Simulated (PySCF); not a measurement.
C₄H₇O₂ (SMILES [CH2]COC(C)=O), doublet, geometry from GFN2-xTB. Base run: M062X/3-21G in PySCF.

Geometry (Å):
```xyz
13

C      2.0381    -0.0237     0.4498
C      1.3690     0.2124    -0.8321
O     -0.0018    -0.2740    -0.8690
C     -0.7618     0.0196     0.1824
C     -2.1695    -0.4864    -0.0085
O     -0.3694     0.6157     1.1513
H      2.4517     0.7854     1.0139
H      2.0140    -1.0041     0.8847
H      1.8314    -0.3482    -1.6565
H      1.3538     1.2777    -1.0825
H     -2.1779    -1.3199    -0.7036
H     -2.7743     0.3215    -0.4160
H     -2.5844    -0.7769     0.9522
```
Charge 0, spin multiplicity 2.
Orbitals are unrestricted.
All else is at PySCF's defaults.
Base energy -305.18694 Eh.

Variants of this job, named by their change:

```tsv
change	ΔE vs base (mEh)	grid points	electrons on the grid
base	0.000	153296	46.99999
grids.atom_grid = (75, 302)	-0.006	188504	46.99999
grids.becke_scheme = stratmann	0.000	153296	46.99999
grids.prune = dft.gen_grid.sg1_prune	0.049	68264	47.00020
grids.level = 5	-0.005	422648	47.00000
grids.atom_grid = (99, 590)	-0.003	420128	47.00000
grids.level = 0	53.928	10856	47.00407
small_rho_cutoff = 0	0.000	153296	46.99999
grids.level = 4	-0.004	280912	47.00000
grids.prune = off	-0.002	241600	46.99999
grids.atom_grid = (30, 110)	1.223	31992	47.00089
```

Open shells are given as the SCF converged; they aren't shown to be the lowest states, and a large step between rows can be another state.
